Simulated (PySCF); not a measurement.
Isomers of C5H7NS. The calculation used PySCF 2.14.0, density-fitted response routines, TDDFT PBE0/def2-SVPD, vertical, gas phase, core orbitals frozen in the response. Geometries: GFN2-xTB; one conformer of each isolated species. Triplets are in the Tamm–Dancoff approximation.

A. `C1SCC[C@H]1C#N`
B. `SCN1C=CC=C1`
C. `[H]/N=C\[C@H]1CC=CS1`

Lowest singlet levels (six at most, fewer where fewer were computed) with oscillator strengths:

1. 5.09 eV (f 0.000); 5.78 eV (f 0.010); 6.31 eV (f 0.019); 6.45 eV (f 0.023); 6.62 eV (f 0.004); 6.82 eV (f 0.005); T1 4.61 eV
2. 4.90 eV (f 0.003); 4.94 eV (f 0.004); 5.26 eV (f 0.005); 5.43 eV (f 0.095); 5.85 eV (f 0.021); 6.34 eV (f 0.003); T1 3.68 eV
3. 5.32 eV (f 0.009); 5.48 eV (f 0.010); 5.82 eV (f 0.027); 6.04 eV (f 0.120); 6.12 eV (f 0.052); 6.18 eV (f 0.083); T1 4.12 eV

Problem. Match each spectrum to its molecule.

Solution. 1 = A, 2 = C, 3 = B.
- A: S1 at 5.09 eV, HOMO→LUMO (93%); Löwdin shares by element: HOMO sulfur 70%, carbon 20% or more; LUMO sulfur 48%, carbon 18% or more, nitrogen 10% (atoms not listed hold the other 25%); HOMO -6.75 and LUMO -0.06 eV.
- B: S1 at 5.32 eV, HOMO→LUMO (74%), HOMO-1→LUMO (10%), HOMO-2→LUMO (10%); Löwdin shares by element: HOMO carbon 83% or more (atoms not listed hold the other 17%); LUMO sulfur 44%, carbon 18% or more, hydrogen 9% or more (atoms not listed hold the other 28%); HOMO -6.36 and LUMO -0.10 eV.
- C: S1 at 4.90 eV, HOMO→LUMO (98%); Löwdin shares by element: HOMO sulfur 45%, carbon 37% or more (atoms not listed hold the other 18%); LUMO carbon 42% or more, nitrogen 32% (atoms not listed hold the other 26%); HOMO -6.27 and LUMO -0.23 eV.
